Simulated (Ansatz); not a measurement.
Ansatz (a first-principles code) job for C2Fe, SMILES [C]1[C][Fe]1, multiplicity 5, PBE0/def2-TZVPD. The structure is a stationary point at B3LYP-D3(BJ)/def2-TZVP. The spin state was assumed, not searched.

Ansatz 0.2 input:
```yaml
crystal:
  periodic: [false, false, false]
  atoms:
    - {symbol: Fe, position_ang: [0.00000000, 0.00000000, 0.57209900]}
    - {symbol: C, position_ang: [0.00000000, 0.63810508, -1.23954784]}
    - {symbol: C, position_ang: [0.00000000, -0.63810508, -1.23954784]}
basis:
  gaussian:
    orbitals: def2-TZVPD
hamiltonian:
  xc: {name: PBE0}
magnetization: {spin_polarized: true, initial_magnetization: 4}
```

Log of the run:

```
WARN ansatz: RAYON_NUM_THREADS=1 ignored (pool sized by the plan → 1); use --threads N
Functional definition: PBE0
integrals: 0.04 GiB planned
890 factors; their error is unknown
mean field: 0.54 GiB planned
mean field evaluation 1: about -36439.0618 eV, gradient 4.2e1 eV
mean field evaluation 2: about -36298.8416 eV, gradient 1.6e2 eV
mean field evaluation 4: about -36447.5103 eV, gradient 1.0e1 eV
mean field evaluation 8: about -36447.9404 eV, gradient 1.7e-1 eV
mean field evaluation 16: about -36448.0778 eV, gradient 2.1e-3 eV
mean field evaluation 32: about -36448.0927 eV, gradient 8.6e-1 eV
mean field evaluation 64: about -36448.4133 eV, gradient 1.4e0 eV
mean field -36448.42144569 eV, -1339.4547825019 hartree, gradient 6.5e-6 eV, S^2 6.041182; 6 other end points of the search recorded, 0 dependent functions left out
reference -36448.42147629 eV, -1339.4547836262 hartree; 21, 17 occupied and 101, 105 virtual orbitals, 890 factors
Total energy: -36448.42147629 eV, -1339.4547836262 hartree
```

The run converged.
